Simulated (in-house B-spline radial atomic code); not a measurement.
A calculation on Mo2+: its settings, and results tabulated from the run. Computed with a radial B-spline atomic code at the basis-set limit: non-relativistic PBE0, spin-polarised, spherical fractional occupations, point nucleus, inside a hard spherical wall at 4.55 bohr.

Command:
```bash
python run_scf.py task.json out
```
Settings:
```
Z                42
configuration    [Ar] 3d10 4s2 4p5 4d4 4f1
hamiltonian      nr
method           pbe0
spin_polarised   True
wall_radius      4.55
```

Output (hartree, bohr):
```
 radial grid: 44 intervals, B-splines of order 8, outer radius 4.55 bohr

 iter        energy (Eh)    residual
    1       -3968.596401    5.27e-01
    2       -3971.569594    2.64e-01
    3       -3974.006697    4.07e-02
    4       -3974.078395    8.89e-03
    5       -3974.080451    4.82e-03
    6       -3974.081228    1.20e-03
    7       -3974.081248    1.82e-04
    8       -3974.081249    2.72e-05
    9       -3974.081249    9.68e-07
   10       -3974.081249    4.13e-08

 total energy                     -3974.08125
 kinetic                            3973.1144
 electron-nucleus                  -9430.0093
 Hartree                            1603.4413
 exact exchange                      -29.6401
 exchange-correlation                -90.9875

 orbital      occ     eigenvalue          <r>       <r^2>       <1/r>     <1/r^3>       r_max
 1s up      1.000      -713.9153    0.0363012  0.00176361     41.4854           -     0.02401
 1s down    1.000      -713.9081    0.0363009  0.00176357     41.4857           -     0.02401
 2s up      1.000      -100.6367     0.158617   0.0295816       9.357           -      0.1341
 2s down    1.000      -100.6069     0.158598   0.0295742     9.35822           -      0.1341
 2p up      3.000       -92.6995     0.136049   0.0225569     9.34269      2302.6      0.1056
 2p down    3.000       -92.6709     0.136032   0.0225509     9.34358     2303.07      0.1056
 3s up      1.000       -18.1329     0.439777    0.221299     3.24877           -      0.3941
 3s down    1.000       -18.1107     0.439635    0.221058     3.24824           -      0.3942
 3p up      3.000       -15.0669     0.434897    0.219848     3.15453     379.725      0.3817
 3p down    3.000       -15.0394     0.434783    0.219609     3.15359     379.226      0.3819
 3d up      5.000        -9.4623     0.413723    0.205478     2.97249     56.0795      0.3226
 3d down    5.000        -9.4249     0.413553      0.2051     2.97191      56.021      0.3229
 4s up      1.000        -3.3097      1.12499     1.43013     1.19917           -       1.011
 4s down    1.000        -3.0910      1.11793     1.41395     1.21044           -       1.004
 4p up      3.000        -2.4062      1.22217     1.70286     1.09125     54.9561       1.075
 4p down    2.000        -2.1354      1.22045     1.70239     1.09643     55.7954       1.068
 4d up      4.000        -0.9901      1.57611     2.88759    0.827324     4.97712       1.296
 4f up      1.000         0.0997      2.51311     6.89679    0.449906    0.169838       2.581
```

Time taken, with all properties: 0.15 s on 1 thread of Arm Neoverse V1, with other jobs on the host.

Caution: exact exchange at fractional occupations of open shells leaves self-interaction of up to several eV.
